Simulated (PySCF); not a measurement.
# Highest orbital energy against ionisation energy along the third row

Calculated with PySCF 2.14, no spin-orbit coupling. Each cell gives −ε(HOMO) / ΔSCF in eV; NIST values include spin-orbit coupling, (s) semi-empirical, (t) theoretical.

```tsv
species	UHF	LDA	PBE	PBE0	r2SCAN	NIST (lowest levels)
Mg⁺ (ANO-RCC-VTZP, spin-free X2C)	14.749 / 14.736	12.002 / 15.339	11.915 / 15.331	12.719 / 15.232	12.053 / 15.020	15.035
Al⁺ (ANO-RCC-VTZP, spin-free X2C)	17.780 / 17.553	14.903 / 18.916	14.799 / 18.788	15.756 / 18.684	14.948 / 18.404	18.829
Si⁺ (ANO-RCC-VTZP, spin-free X2C)	16.203 / 15.835	12.064 / 16.346	12.188 / 16.395	13.330 / 16.424	12.558 / 16.526	16.346
P⁺ (ANO-RCC-VTZP, spin-free X2C)	19.722 / 19.165	14.901 / 19.808	14.977 / 19.777	16.326 / 19.816	15.412 / 19.948	19.769 (s)
S⁺ (ANO-RCC-VTZP, spin-free X2C)	23.457 / 22.723	17.872 / 23.389	17.914 / 23.313	19.486 / 23.383	18.467 / 23.510	23.338
Cl⁺ (ANO-RCC-VTZP, spin-free X2C)	23.648 / 22.606	18.308 / 23.953	18.350 / 23.842	19.937 / 23.844	18.700 / 23.813	23.814
Ar⁺ (ANO-RCC-VTZP, spin-free X2C)	27.620 / 26.357	21.617 / 27.823	21.551 / 27.586	23.340 / 27.596	21.985 / 27.647	27.630
```

Task: How far is −ε(HOMO) from ΔSCF on average for each method, and why?

Result: UHF 0.60 eV; LDA -4.84 eV; PBE -4.76 eV; PBE0 -3.44 eV; r2SCAN -4.39 eV. Hartree-Fock orbital energies lack relaxation and so exceed the ΔSCF value; semilocal functionals have convex E(N) from self-interaction, so their HOMO lies far too high; exact exchange moves hybrids part of the way back.
